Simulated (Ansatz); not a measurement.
CH₅F₂NSi (`FCN[SiH2]F`) at its PBE0-D4/def2-TZVP geometry, where that method's forces vanish. Total charge 0; spin multiplicity 1.

```xyz
10

F     0.9510    1.5789    1.2098
C     0.2217    0.3959    1.2992
N    -0.5865    0.1746    0.1648
Si   -0.0639   -0.5914   -1.2719
F     0.7322    0.3612   -2.2781
H    -0.3822    0.4777    2.2062
H     0.9477   -0.4146    1.4037
H    -1.4231    0.7382    0.1422
H    -1.2650   -1.0514   -2.0010
H     0.8681   -1.6691   -0.8749
```

Problem. What forces (eV/Å) does PBE-D4/def2-TZVPP give on these atoms in the Gaussian-basis code of Ansatz? (Estimate.)

Solution. Computed: 
```
F1   0.417  0.654 -0.021
C2  -0.156 -0.326  0.125
N3  -0.074 -0.132  0.011
Si4 -0.157 -0.353  0.070
F5   0.326  0.379 -0.416
H6  -0.152 -0.001  0.223
H7   0.154 -0.217  0.026
H8  -0.308  0.185 -0.009
H9  -0.150 -0.059 -0.074
H10  0.100 -0.129  0.067
```
